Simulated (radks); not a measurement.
Q: The mean radii <r> (bohr) of the occupied orbitals of an atom or ion are listed with their occupations. Calculated with a radial shooting solver on a logarithmic mesh with Libxc functionals: non-relativistic Kohn-Sham, LDA (Slater exchange, Perdew-Wang correlation), spin-polarised, spherical densities, point nucleus.

orbital  occ.     <r>
1s up       1  0.2006
1s down     1  0.2001
2s up       1  0.9765
2s down     1  0.9889
2p up       1  0.9107

Name the element and its charge. Open shells, if any, are filled with parallel spins first.

A: Z = 8, oxygen, charge +3: O3+ in [He] 2s2 2p1. The 1s radius gives Z: for a bare nucleus <r> = 1.5/Z, 0.1875 bohr for Z = 8, and screening makes it slightly larger (0.2006 here). The occupations add up to 5, and the charge is Z minus that.
